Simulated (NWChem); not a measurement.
System: CH₇GeN; SMILES C[NH][GeH3]

Here is an NWChem input.

```
start job
memory heap 200 mb stack 900 mb global 1100 mb
geometry units angstroms noautoz
  Ge     0.032167     0.750845    -0.006398
  N     -0.588809    -0.973299    -0.089296
  C      0.319833    -2.090332     0.017797
  H     -1.188536     1.670227    -0.178707
  H      0.751976     1.102805     1.322132
  H      1.033938     0.929831    -1.161463
  H     -1.453577    -1.122172     0.421416
  H     -0.173699    -3.025566    -0.296734
  H      0.739742    -2.263802     1.030683
  H      1.175102    -1.945219    -0.662903
end
basis spherical
  * library 6-31g*
end
dft
  xc xwpbe 1.00 cpbe96 1.0 hfexch 1.00
  cam 0.5 cam_alpha 0.0 cam_beta 1.0
  iterations 150
  vectors input atomic output neutral.movecs
end
task dft energy
charge 1
dft
  odft
  mult 2
  vectors input atomic output cation.movecs
end
task dft energy
```

Coordinates come from a PBE0/def2-SVP optimisation.

Ions are spin-unrestricted doublets at the neutral geometry; other ion states weren't tried. Functional: LC-ωPBE (HJS hole) with 6-31G*; the question gives the range parameter ω in 1/bohr.

**Question.** Give the results of this calculation. (LC-wPBE (HJS exchange hole, range parameter 0.5 per bohr)/6-31G* (spherical d), vertical spin-unrestricted ions.) Quantities: vertical ionisation energy, ΔSCF (eV); −ε(HOMO) (eV).

**Answer.** 
| Quantity | Result |
|---|---|
| vertical ionisation energy, ΔSCF (eV) | 8.84 |
| −ε(HOMO) (eV) | 9.57 |
